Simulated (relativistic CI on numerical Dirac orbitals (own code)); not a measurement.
**What each ingredient does to the levels of Yb⁴⁷⁺**

Base calculation: Dirac-Coulomb-Breit CI, KLI orbitals optimised for each configuration, model QED (radiative potential, 1s self-energy scaled to tabulated hydrogen-like ionisation energies), unscaled Slater integrals.

Configurations in the expansion (outside the closed core [Ne]): 3s2 3p6 3d5, 3s2 3p5 3d6, 3s2 3p4 3d7, 3s 3p6 3d6, 3p6 3d7, 3s 3p5 3d7, 3s2 3p6 3d4 4s, 3s2 3p6 3d4 4p, 3s2 3p4 3d6 4s, 3s2 3p6 3d4 4d, 3s2 3p4 3d6 4p, 3s2 3p5 3d5 4s, 3s2 3p6 3d4 4f, 3s 3p5 3d6 4s, 3s2 3p5 3d5 4p, 3s 3p5 3d6 4p, 3p6 3d6 4s, 3s2 3p6 3d3 4s2, 3p6 3d6 4p, 3s2 3p6 3d3 4s 4p, 3s2 3p6 3d4 5s, 3p6 3d5 4s2. Levels of other configurations are missing.

Variants: (1) one mean potential for all configurations; (2) only the first configuration. Shifts of the energy above 3s2 3p6 3d5 4P_5/2, in eV, for the lowest level and the first level of each name with at least 55 % of one term (blank where a level changes its place among those of its configuration and J or its character, or is not in the variant):

```json
{"Level": "3s2 3p6 3d5 4P_5/2", "Base": "0.000", "Δ(1)": "0.000", "Δ(2)": "0.000"}
{"Level": "3s2 3p6 3d5 2D_3/2", "Base": "82.799", "Δ(1)": "+0.009", "Δ(2)": "+0.588"}
{"Level": "3s2 3p6 3d5 2I_13/2", "Base": "109.959", "Δ(1)": "+0.026", "Δ(2)": "-2.347"}
{"Level": "3s2 3p6 3d5 4D_1/2", "Base": "110.469", "Δ(1)": "+0.024", "Δ(2)": "-0.514"}
{"Level": "3s2 3p6 3d5 2G_7/2", "Base": "120.625", "Δ(1)": "+0.023", "Δ(2)": "-0.738"}
{"Level": "3s2 3p6 3d5 4F_5/2", "Base": "122.104", "Δ(1)": "+0.022", "Δ(2)": "-0.179"}
{"Level": "3s2 3p6 3d5 2G_9/2", "Base": "136.868", "Δ(1)": "+0.020", "Δ(2)": "-0.411"}
{"Level": "3s2 3p6 3d5 2P_3/2", "Base": "151.578", "Δ(1)": "+0.015", "Δ(2)": "+0.796"}
{"Level": "3s2 3p5 3d6 4H°_13/2", "Base": "391.107", "Δ(1)": "-0.099", "Δ(2)": ""}
{"Level": "3s2 3p5 3d6 4I°_15/2", "Base": "399.475", "Δ(1)": "-0.099", "Δ(2)": ""}
```

At this charge energies of transitions that change n are usually good to better than 1 %, and those within a shell (Δn = 0) to a few per cent.

Ionisation energy from the two ground configurations alone: base 4050.98 eV. The NIST ASD value (theoretical) is 4051 eV.

LS names give the leading component of a level, which can be under half, so a name can repeat, a term be missing and a line seem to break the LS rules.
